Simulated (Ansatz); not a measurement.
Consider the formal exchange of groups at a Te–C bond: `C/C=N\C[TeH]` + `B1N[SiH2]1` → `[TeH]B1N[SiH2]1` + `C/C=N/C`.

Program: Ansatz. Geometries: PBE0-D4/def2-TZVP. ΔE: electronic, gas phase. CBS: MP2 limit from def2 TZ/QZ plus the TZ coupled-cluster correction, frozen cores. Double bonds are as drawn, so ΔE can hold a change between cis and trans. Functionals use def2-TZVPP. Elements past krypton have def2 core potentials. For Te outer-core shells are correlated without core-valence functions, which leaves a few kJ/mol of doubt a bond. Each species was taken in one conformer, which may not be the lowest.

```json
{"level": "PBE-D4", "ΔE (kcal/mol)": "-23.9"}
{"level": "r2SCAN", "ΔE (kcal/mol)": "-24.9"}
{"level": "HF/def2-TZVPP", "ΔE (kcal/mol)": "-26.7"}
{"level": "MP2/def2-TZVPP", "ΔE (kcal/mol)": "-24.5"}
{"level": "HF/def2-QZVPP", "ΔE (kcal/mol)": "-26.5"}
{"level": "MP2/def2-QZVPP", "ΔE (kcal/mol)": "-24.0"}
{"level": "HF/CBS(def2)", "ΔE (kcal/mol)": "-26.5"}
{"level": "CCSD/CBS(def2)", "ΔE (kcal/mol)": "-23.9"}
```

Q: What does CCSD(T)/CBS give? (Best estimate.)

A: Ansatz gave: -23.4 kcal/mol. The listed levels differ from it by -0.5, -1.5, -3.3, -1.1, -3.1, -0.6, -3.1, -0.5 kcal/mol.

Largest T1 diagnostic among the species: 0.014.

The D4 term adds +1.6 kcal/mol with B3LYP and +0.8 kcal/mol with PBE0; it sums over pairs of atoms, weighted by their polarisabilities, and B3LYP, whose exchange is more repulsive, gets the larger term. In def2-TZVPP, CCSD(T) changes the Hartree–Fock value by +2.7 kcal/mol (the triples alone add +0.5 kcal/mol) and MP2 by +2.2 kcal/mol. From PBE to PBE0 (25 % exact exchange), in def2-TZVPP and without D4, ΔE moves by −0.8 kcal/mol.

B3LYP here is the variant with VWN-RPA as its local correlation; programs differ in this.
